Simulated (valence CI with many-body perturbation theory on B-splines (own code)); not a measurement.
**Which ion has this spectrum?**

A relativistic CI+MBPT calculation for an atom or ion with 7 electrons gives these levels (cm⁻¹):

```csv
J,Parity,E,g
3/2,odd,0,2.00
3/2,odd,82747,0.82
5/2,odd,83888,1.20
1/2,odd,127380,0.66
3/2,odd,129203,1.32
5/2,even,378559,1.60
3/2,even,385465,1.73
1/2,even,388999,2.67
3/2,even,521175,0.80
5/2,even,521308,1.20
1/2,even,609469,1.96
3/2,even,637528,1.33
1/2,even,646316,0.71
3/2,odd,991786,1.33
```

The energies are calculated, with errors of perhaps 300 cm⁻¹, more in some levels.

Which is it?
A. K12+
B. P8+
C. S9+
D. Cl10+

C. S9+, ground level 2s2 2p3 4S°_3/2.
